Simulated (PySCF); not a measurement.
C3H9NOSi (SMILES C=C[Si](C)(N)O), singlet, geometry from GFN2-xTB. Base run: DF-PBE/STO-3G run with PySCF.

Input for PySCF:
```python
from pyscf import gto, scf, dft

mol = gto.Mole()
mol.atom = '''
    C     2.06720658    0.02161319   -1.38052683
    C     1.55300658    0.10130350   -0.16448621
    Si   -0.28638325   -0.03791057    0.24009985
    C    -1.14699149    1.65550648    0.15537641
    N    -1.01075725   -1.05644851   -0.94673497
    O    -0.47298137   -0.70576644    1.73372823
    H     1.43894594   -0.14085246   -2.24018730
    H     3.12618822    0.10934526   -1.57487423
    H     2.23384069    0.26476789    0.66429822
    H    -2.18357130    1.58545242    0.47127954
    H    -0.65811423    2.38328085    0.79672096
    H    -1.13453826    2.05053596   -0.85375909
    H    -0.61020997   -1.97010687   -1.08530962
    H    -2.01560232   -1.12456323   -0.96090134
    H    -0.16775144   -0.25637984    2.51647372
'''
mol.basis = 'sto-3g'
mol.verbose = 4
mol.max_memory = 1800
mol.build()

mf = dft.RKS(mol)
mf.xc = 'pbe'
mf = mf.density_fit(auxbasis='def2-universal-jkfit')
mf.kernel()
```

The job was repeated with other settings on one machine. Differences are taken from the largest basis of the Pople family in the series, which isn't the basis-set limit (6-311+G(2d,p): -6.147 eV). The cheapest run took very roughly 7 core-seconds.

| setting | basis functions | cost, times the cheapest (rough) | difference in HOMO energy (eV) |
|---|---|---|---|
| STO-3G | 43 | 1 | 4.123 |
| 6-31G | 76 | 1 | 0.615 |
| 6-31G* | 106 | 2 | 0.520 |
| 6-31G** | 133 | 3 | 0.497 |
| 6-311G** | 170 | 3 | 0.229 |
| 6-311+G(2d,p) | 224 | 5 | reference |

Times come from a shared machine, hold the start-up and are rough.
